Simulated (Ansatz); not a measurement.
C4H12BP⁺, that is BMe2(PMe2) with one electron fewer, relaxed as a doublet with UKS r2SCAN-D4/def2-SVP in Ansatz, starting from the r2SCAN-D4/def2-SVP geometry of the neutral singlet. Force threshold 0.02 eV/Å.

The relaxation made no stability test and no search for a lower SCF solution.

Start:

Cartesian coordinates in Å:
```
B -0.2252 0.0386 0.9216
C -1.7353 0.3786 1.2292
H -1.9214 1.4004 0.8404
H -1.9648 0.4145 2.3078
H -2.4717 -0.2731 0.7329
C 0.8894 0.4168 1.9702
H 0.8615 1.5118 2.1286
H 1.9229 0.1425 1.7119
H 0.6517 -0.0202 2.9572
P 0.2051 -0.9590 -0.6157
C 1.8463 -0.3987 -1.2663
C -0.9715 -0.4987 -1.9702
H 1.8424 0.6559 -1.5863
H 2.1410 -1.0260 -2.1217
H 2.6088 -0.5268 -0.4838
H -0.8878 0.5598 -2.2661
H -0.7894 -1.1279 -2.8550
H -2.0020 -0.6886 -1.6346
```

```json
{"step": "1", "energy (eV)": "-14291.3065", "largest force component (eV/Å)": "3.176", "SCF passes": "20"}
{"step": "2", "energy (eV)": "-14291.6686", "largest force component (eV/Å)": "0.715", "SCF passes": "25"}
{"step": "3", "energy (eV)": "-14291.7615", "largest force component (eV/Å)": "0.366", "SCF passes": "22"}
{"step": "4", "energy (eV)": "-14291.7884", "largest force component (eV/Å)": "0.512", "SCF passes": "22"}
{"step": "5", "energy (eV)": "-14291.8168", "largest force component (eV/Å)": "0.125", "SCF passes": "22"}
{"step": "6", "energy (eV)": "-14291.8219", "largest force component (eV/Å)": "0.039", "SCF passes": "19"}
{"step": "7", "energy (eV)": "-14291.8223", "largest force component (eV/Å)": "0.099", "SCF passes": "19"}
{"step": "8", "energy (eV)": "-14291.8237", "largest force component (eV/Å)": "0.036", "SCF passes": "21"}
{"step": "9", "energy (eV)": "-14291.8252", "largest force component (eV/Å)": "0.063", "SCF passes": "19"}
{"step": "10 (rejected)", "energy (eV)": "-14291.8061", "largest force component (eV/Å)": "0.641", "SCF passes": "18"}
{"step": "11", "energy (eV)": "-14291.8254", "largest force component (eV/Å)": "0.064", "SCF passes": "20"}
{"step": "12", "energy (eV)": "-14291.8266", "largest force component (eV/Å)": "0.039", "SCF passes": "20"}
{"step": "13", "energy (eV)": "-14291.8272", "largest force component (eV/Å)": "0.086", "SCF passes": "19"}
{"step": "14", "energy (eV)": "-14291.8278", "largest force component (eV/Å)": "0.062", "SCF passes": "19"}
{"step": "15", "energy (eV)": "-14291.8287", "largest force component (eV/Å)": "0.071", "SCF passes": "19"}
{"step": "16", "energy (eV)": "-14291.8292", "largest force component (eV/Å)": "0.064", "SCF passes": "19"}
{"step": "17", "energy (eV)": "-14291.8300", "largest force component (eV/Å)": "0.059", "SCF passes": "19"}
{"step": "18", "energy (eV)": "-14291.8304", "largest force component (eV/Å)": "0.067", "SCF passes": "19"}
{"step": "19", "energy (eV)": "-14291.8307", "largest force component (eV/Å)": "0.025", "SCF passes": "14"}
{"step": "20", "energy (eV)": "-14291.8308", "largest force component (eV/Å)": "0.021", "SCF passes": "20"}
{"step": "21", "energy (eV)": "-14291.8309", "largest force component (eV/Å)": "0.013", "SCF passes": "19"}
{"step": "22", "energy (eV)": "-14291.8310", "largest force component (eV/Å)": "0.020", "SCF passes": "19"}
{"step": "23", "energy (eV)": "-14291.8310", "largest force component (eV/Å)": "0.008", "SCF passes": "13"}
```

Force components are those of the run's own axes.

End:

```xyz
18

B    -0.284    0.259    1.043
C    -1.798    0.422    1.326
H    -2.015    1.508    1.234
H    -2.032    0.172    2.374
H    -2.503   -0.099    0.663
C     0.878    0.447    2.050
H     0.615    1.193    2.818
H     1.874    0.678    1.647
H     0.968   -0.513    2.600
P     0.212   -0.244   -0.771
C     1.915   -0.393   -1.340
C    -0.976   -0.499   -2.101
H     2.134    0.387   -2.090
H     2.069   -1.378   -1.811
H     2.605   -0.283   -0.492
H    -0.824    0.254   -2.893
H    -0.838   -1.500   -2.545
H    -2.000   -0.412   -1.712
```

By distances, no bond broke or formed. The bond that changes most is B1–P10, from 1.88 to 1.95 Å (atoms count from 1).

The force fell under the threshold at step 21, but the optimiser went on. No frequencies were taken in this run, so the end may be a saddle point.

Hardware: 4 threads of Arm Neoverse N1 on a shared host. Wall time 2.2 min.
